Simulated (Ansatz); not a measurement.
One change: `[SiH3]B([SiH3])[SiH3]` becomes `[SiH3]B([SiH3])C=S`.

Ansatz, PBE0-D4/def2-TZVP geometries, multiplicity 1. Each molecule was computed in one conformer, which needn't be the lowest.

```csv
property,`[SiH3]B([SiH3])[SiH3]`
LUMO energy (PBE0/def2-TZVPP) / eV,-3.15
LUMO energy (B3LYP/def2-TZVPP) / eV,-3.28
size of the dipole moment (PBE/def2-TZVPP) / D,0.07
HOMO–LUMO gap (ωB97M-V/def2-TZVPP) / eV,8.90
HOMO energy (B3LYP/def2-TZVPP) / eV,-7.81
LUMO energy (ωB97M-V/def2-TZVPP) / eV,-1.19
```

(1) Give the same properties after the change, and the shifts. (Best estimate.)

Answers

(1) The calculation gave: 
```csv
property,`[SiH3]B([SiH3])C=S`,shift
LUMO energy (PBE0/def2-TZVPP) / eV,-3.05,0.10
LUMO energy (B3LYP/def2-TZVPP) / eV,-3.21,0.07
size of the dipole moment (PBE/def2-TZVPP) / D,1.79,1.72
HOMO–LUMO gap (ωB97M-V/def2-TZVPP) / eV,8.12,-0.78
HOMO energy (B3LYP/def2-TZVPP) / eV,-6.99,0.82
LUMO energy (ωB97M-V/def2-TZVPP) / eV,-1.00,0.19
```

With PBE0 the HOMO rises by 0.83 eV and the LUMO rises by 0.10 eV, so the gap narrows by about 0.73 eV. PBE moves the HOMO by 0.66 eV and ωB97M-V by 0.97 eV. Dipoles are sizes alone; their direction can turn.

B3LYP here is the variant with VWN-RPA as its local correlation; programs differ in this.
